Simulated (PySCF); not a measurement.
Dipole moment and polarisability of `O=C1CC=C1Br`

Compound: C4H3BrO.
Geometry (PBE0-D3(BJ)/def2-SVP, Å), atoms numbered from 1 in this order:
```xyz
9
C4H3BrO angstrom
O     -0.324    2.071   -0.806
C     -0.260    0.943   -0.431
C     -1.293   -0.178   -0.126
C     -0.066   -1.001    0.222
C      0.820   -0.018   -0.048
Br     2.666    0.129    0.015
H     -1.873   -0.511   -1.002
H     -1.982    0.051    0.704
H      0.053   -2.028    0.568
```

Level: CAM-B3LYP/def2-SVPD (PySCF), static field, nuclei fixed, core orbitals frozen in the response. The polarisability tensor in these axes (au):

```
x   90.22  3.67  1.40
y    3.67 69.81 -7.13
z    1.40 -7.13 49.93
```

Q: Give the principal values, the mean and the anisotropy Δα = √{½[(α1 − α2)² + (α2 − α3)² + (α1 − α3)²]}.

A: Principal values 47.50, 71.61 and 90.86 au; mean 69.99 au = 10.37 Å³ = 11.54 × 10⁻⁴⁰ C²·m²/J; Δα = 37.63 au (54 % of the mean).

Q: What is the dipole moment, and where does it point?

A: (-1.10, -3.34, 1.03) D, 3.67 D in size, pointing from the negative to the positive side. Measured along this direction, the outermost atoms are O1 at the negative end and H9 at the positive end.

Q: In a dilute gas of rigid molecules at 273 K, how does the orientational term μ²/3kT compare with the electronic polarisability?

A: In Gaussian units μ²/3kT = 119.11 Å³ against 10.37 Å³, a ratio of 11.49; the Debye molar polarisation (4π/3)N_A(α + μ²/3kT) is 326.6 cm³/mol, leaving out the vibrational part.

Q: Refractivity n − 1 of an ideal gas of it at 400 K and 1 atm, from the electronic α?

A: N = p/kT = 1.8347 × 10¹⁹ cm⁻³, so n − 1 = 2π × N × 10.37 × 10⁻²⁴ cm³ = 1196 × 10⁻⁶ at long wavelengths, for an ideal gas.

Q: Molar refractivity from α?

A: Lorentz–Lorenz: R = (4π/3)N_A α = 2.5225 cm³/(mol·Å³) × 10.37 Å³ = 26.2 cm³/mol, in the limit of long wavelengths.

Q: What depolarisation ratio follows for Rayleigh scattering of linearly polarised light, taking the static tensor?

A: ρ = 3Δα²/(45ᾱ² + 4Δα²) = 4248.2/(220421 + 5664.3) = 0.0188.

Q: Find the Langevin capture rate constant for NO+ (29.998 u) meeting this molecule (145.937 u), k = 2.342 × 10⁻⁹ cm³/s × √(α in Å³ / reduced mass in u).

A: The reduced mass is 24.88 u, so k = 1.51 × 10⁻⁹ cm³/s. The formula leaves out the permanent dipole, which adds to the capture rate.

Isolated species at its PBE0-D3(BJ)/def2-SVP geometry, gas phase. The calculation is non-relativistic, for bromine too.
